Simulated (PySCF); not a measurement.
**Electron correlation in Si²⁺ (silicon, charge +2)**

[Ne] 3s1 3p1, high-spin 3P determinant (an excited configuration). Computed with PySCF 2.14 in aug-cc-pwCVTZ (8s7p5d3f, 75 functions), with the non-relativistic Hamiltonian (point nucleus). Frozen: [Ne]; 2 electrons correlated.

With two correlated electrons CCSD is exact within the correlated space (frozen core and kept virtual orbitals).

```
level  correlation energy (mhartree)
 CCSD                          -4.81
```

Diagnostics: T1 = 0.0030, D1 = 0.0057, largest double amplitude 0.039.

Cost of the coupled-cluster step: roughly 2.8 core-seconds, for 2 correlated electrons.
